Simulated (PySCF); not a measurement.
# Spinor energies of Ti(13+) (titanium, charge +13)

Start: [He] 2s2 2p5; 2p1/2 filled at m_j = +1/2; 2p3/2 filled at m_j = -3/2, -1/2, +1/2, +3/2. Calculated with PySCF 2.14 in an even-tempered Gaussian basis (18 s from 2.3 bohr⁻², ratio 2.4; 11 p from 3 bohr⁻², ratio 2.4; 5 d from 15 bohr⁻², ratio 2.6; 5 f from 22 bohr⁻², ratio 2.6): generalised Hartree-Fock with the X2C-1e Hamiltonian and a Gaussian nucleus; one run each with spin-orbit coupling (SO) screened by Boettger's factors, then bare. This is a chosen level, not necessarily the ground level.

```tsv
spinor shell	electrons	ε, screened SO (eV)	ε, bare SO (eV)	weight of nominal j (bare SO)	rms radius, bare SO (bohr)
1s1/2	2	-5447.8	-5447.9	1.000	0.0802
2s1/2	2	-961.93	-961.95	1.000	0.340
2p1/2	1	-879.14	-879.61	1.000	0.304
2p3/2	4	-868.09	-867.90	1.000	0.307
```

```json
{"quantity": "E (hartree)", "screened SO": "-765.90666", "bare SO": "-765.89274"}
{"quantity": "M_J", "screened SO": "1/2", "bare SO": "1/2"}
{"quantity": "⟨J²⟩", "screened SO": "0.751", "bare SO": "0.751"}
{"quantity": "⟨L²⟩", "screened SO": "2.001", "bare SO": "2.001"}
{"quantity": "⟨S²⟩", "screened SO": "0.750", "bare SO": "0.750"}
```

Each row is a mean over spinors that exchange with the open shell spreads, by up to 5.786 eV (2s1/2).
